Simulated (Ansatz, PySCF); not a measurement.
Pulling on the C2–H3 bond in C3H9Al (SMILES [CH3][Al]([CH3])[CH3]) (multiplicity 1 held, fragments rigid). Energies count from the point at 1.096 Å.
Geometry at that point (charge 0, multiplicity 1):
```xyz
13

Al    -0.005     0.003     0.006
C     -1.377    -1.392    -0.147
H     -1.258    -1.937    -1.091
H     -2.386    -0.969    -0.166
H     -1.334    -2.129     0.658
C     -0.150     1.646    -1.056
H      0.791     1.881    -1.563
H     -0.367     2.502    -0.407
H     -0.938     1.605    -1.812
C      1.530    -0.256     1.200
H      2.111     0.655     1.358
H      2.212    -1.005     0.782
H      1.224    -0.637     2.179
```

R- and RO- levels are restricted; in cc, def2 and unpolarised 6-31G sets they are followed outwards from rest. Left out are points that failed, MP2 points that dive below the minimum, coupled-cluster points behind a jump of the amplitudes or a sharp parting from full CI or MRCI, small-basis points behind a change of solution, and semi-empirical points at long bonds.

Rows in 6-31G* carry no dispersion term and start afresh at each structure (6-31G* with six Cartesian d functions). MP2/6-31G* freezes PySCF's default core.

Programs: Ansatz (Gaussian basis) for Hartree–Fock, density functionals and correlated methods; PySCF for 6-31G* rows. Each number belongs to the level named beside it.

Energies in kcal/mol.

| R (Å) | R-PBE/cc-pV(T+d)Z | R-BP86/6-31G* | R-B3LYP/cc-pV(T+d)Z | R-MP2/6-31G* |
|---|---|---|---|---|
| 0.877 | 29.1 | 31.0 | 27.6 | 29.9 |
| 0.987 | 6.1 | 6.7 | 5.4 | 6.0 |
| 1.096 | 0.0 | 0.0 | 0.0 | 0.0 |
| 1.206 | 3.0 | 2.7 | 3.6 | 3.7 |
| 1.316 | 10.8 | 10.3 | 11.9 | 12.5 |
| 1.480 | 26.3 | 25.4 | 27.9 | 29.5 |
| 1.644 | 42.7 | 41.6 | 44.8 | 47.4 |
| 1.918 | 67.6 | 66.3 | 70.5 | 74.8 |
| 2.193 | 87.7 | 86.6 | 91.6 | 97.4 |
| 2.521 | 106.0 | 105.1 | 111.0 | 117.9 |
| 2.960 | 122.2 | left out | 128.9 | 135.1 |
| 3.508 | 134.0 | left out | 142.6 | 142.9 |

Doubts at one or more of the structures used: a restricted determinant that unrestricted orbitals would lower (R-PBE/cc-pV(T+d)Z, R-BP86/6-31G*, R-B3LYP/cc-pV(T+d)Z, R-MP2/6-31G*).

Ansatz is a quantum-chemistry and plane-wave program.
